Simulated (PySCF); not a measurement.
Input for PySCF: R-HF/STO-3G on GaH2I (SMILES [GaH2][I]), a point of a bond scan (R = 2.512 Å).

```python
from pyscf import gto, scf, dft, mp
from pyscf.data.elements import chemcore

mol = gto.M(
    atom='''
    Ga   -0.82101660   -1.27596731    0.21510403
    H    -0.27059022   -2.26514816    1.28725685
    H    -2.09922929   -1.41786168   -0.66637083
    I     0.52493084    0.81581126   -0.13753040
    ''',
    basis='sto-3g',
    charge=0, spin=0, verbose=3, max_memory=1800)
mf = scf.RHF(mol)
mf.conv_tol = 1e-8
mf.max_cycle = 100
mf.kernel()
if not mf.converged:
    mf = mf.newton().run(mf.mo_coeff, mf.mo_occ)
```

Output:

```
converged SCF energy = -8752.77192918999
```

Self-consistency was reached.

Cost: about 0.4 core-seconds (a rough figure).
